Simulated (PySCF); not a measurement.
Species: C7H6BF3.
Numbering: `[F:1][CH2:2][c:3]1[cH:4][cH:5][c:6]([B:7]([F:8])[F:9])[cH:10][cH:11]1` (hydrogens: H12, H13 on C2; H14 on C4; H15 on C5; H16 on C10; H17 on C11)

A GFN2-xTB structure was refined with PBE0-D3(BJ)/def2-SVP geometry optimisation, gas phase (PySCF). Its GFN2-xTB values:

| coordinate | GFN2-xTB |
| --- | --- |
| F1–C2 | 1.380 Å |
| C2–C3 | 1.504 Å |
| C2–H12 | 1.095 Å |
| C3–C4 | 1.390 Å |
| C4–C5 | 1.381 Å |
| C4–H14 | 1.080 Å |
| C5–C6 | 1.399 Å |
| C5–H15 | 1.080 Å |
| C6–B7 | 1.554 Å |
| B7–F8 | 1.320 Å |
| F1–C2–C3 | 110.1° |
| C3–C4–C5 | 120.4° |
| C4–C3–C11 | 119.2° |
| C4–C5–C6 | 121.0° |
| C5–C6–B7 | 120.9° |
| C5–C6–C10 | 118.0° |
| C6–B7–F8 | 122.9° |
| F8–B7–F9 | 114.0° |

Task: How do these coordinates change at the PBE0-D3(BJ)/def2-SVP level?

Result: 
| coordinate | PBE0-D3(BJ)/def2-SVP (Å or °) | change |
| --- | --- | --- |
| C4–H14 | 1.093 | +0.013 |
| C5–H15 | 1.093 | +0.013 |
| C3–C4 | 1.399 | +0.009 |
| C4–C5 | 1.390 | +0.009 |
| C2–H12 | 1.103 | +0.008 |
| C6–B7 | 1.548 | -0.006 |
| F1–C2 | 1.375 | -0.005 |
| C5–C6 | 1.403 | +0.004 |
| C2–C3 | 1.501 | -0.003 |
| B7–F8 | 1.321 | +0.001 |
| F8–B7–F9 | 116.9 | +2.9 |
| C6–B7–F8 | 121.5 | -1.4 |
| C5–C6–C10 | 118.7 | +0.7 |
| C4–C5–C6 | 120.6 | -0.4 |
| F1–C2–C3 | 110.5 | +0.4 |
| C5–C6–B7 | 120.7 | -0.2 |
| C4–C3–C11 | 119.2 | 0.0 |
| C3–C4–C5 | 120.4 | 0.0 |

The energy falls by 0.052 eV over 10 energy and gradient evaluations, the largest force component goes from 0.0120 to 4.3e-04 Eh/bohr, and the atoms move by 0.021 Å rms after alignment. Among the bonds, C4–H14, C5–H15, C10–H16 and C11–H17 change most and about equally (+0.013 Å). Bonds longer at the end by more than 0.005 Å: 10 of 17; shorter: 1. Rotational constants go from 3217, 493.3, 443.8 to 3156, 496.8, 445.7 MHz.

The run used 184 basis functions and 68 SCF cycles in all. Cost: about 7 min of CPU time on one thread; the machine was shared, so the figure is rough.

Whether it is a minimum is left open (no frequencies). One conformer, not necessarily the lowest.

Shape of the structure used: `[F:1][CH2:2][c:3]1[cH:4][cH:5][c:6]([B:7]([F:8])[F:9])[cH:10][cH:11]1`: F1–C2–C3–C4 87°, C5–C6–B7–F8 -1°.
